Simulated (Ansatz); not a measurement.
Born–Oppenheimer molecular dynamics of C₃H₇BFNSi (14 atoms, charge 0, multiplicity 1). It starts from a relaxed structure.

All numbers below come from Ansatz 0.2.0, RKS B3LYP-D4/STO-3G.

* ensemble: NVE (velocity Verlet)
* time step: 1 fs
* steps asked: 250
* starting velocities drawn for: 500 K
* seed: 537992

First frame:

```xyz
14
Properties=species:S:1:pos:R:3
C -0.751 -2.665 -0.777
N -0.044 -1.577 -0.902
Si -0.586 -0.227 0.213
F -1.780 -0.796 1.186
B -0.577 1.555 -0.636
C 0.873 1.778 -0.025
C 0.917 0.591 1.031
H -0.511 -3.549 -1.401
H -1.605 -2.815 -0.077
H -1.257 2.301 -1.234
H 1.617 1.592 -0.827
H 1.104 2.776 0.385
H 1.871 0.045 1.048
H 0.714 0.963 2.046
```

How far do the bonds stretch over the last three quarters of this one trajectory? (Pairs bonded in most of those frames.)


| bond | mean (Å) | spread (Å) | shortest | longest |
| --- | --- | --- | --- | --- |
| C1–N2 | 1.304 | 0.012 | 1.27 | 1.33 |
| C1–H8 | 1.111 | 0.013 | 1.09 | 1.13 |
| C1–H9 | 1.116 | 0.013 | 1.09 | 1.14 |
| N2–Si3 | 1.835 | 0.040 | 1.77 | 1.91 |
| Si3–F4 | 1.645 | 0.011 | 1.63 | 1.67 |
| Si3–B5 | 1.981 | 0.031 | 1.92 | 2.03 |
| Si3–C7 | 1.897 | 0.017 | 1.85 | 1.93 |
| B5–C6 | 1.591 | 0.012 | 1.57 | 1.62 |
| B5–H10 | 1.177 | 0.040 | 1.12 | 1.24 |
| C6–C7 | 1.596 | 0.019 | 1.56 | 1.64 |
| C6–H11 | 1.110 | 0.008 | 1.09 | 1.13 |
| C6–H12 | 1.107 | 0.010 | 1.09 | 1.12 |
| C7–H13 | 1.102 | 0.022 | 1.06 | 1.14 |
| C7–H14 | 1.104 | 0.020 | 1.07 | 1.14 |

Mean temperature of the second half: 241 K. The conserved energy stayed within 0.92 meV per atom of its start (net change 0.34 meV per atom), so the integration is sound. The temperature averaged 0.48 of the 500 K drawn at the start: a run that starts near a minimum puts about half its kinetic energy into the potential. A run of 0.25 ps of so small a system gives no equilibrium averages. Limits of this set-up: minimal basis.

Run time: 14 min on 1 thread of Arm Neoverse V2 (shared host), peak memory 0.12 GiB.
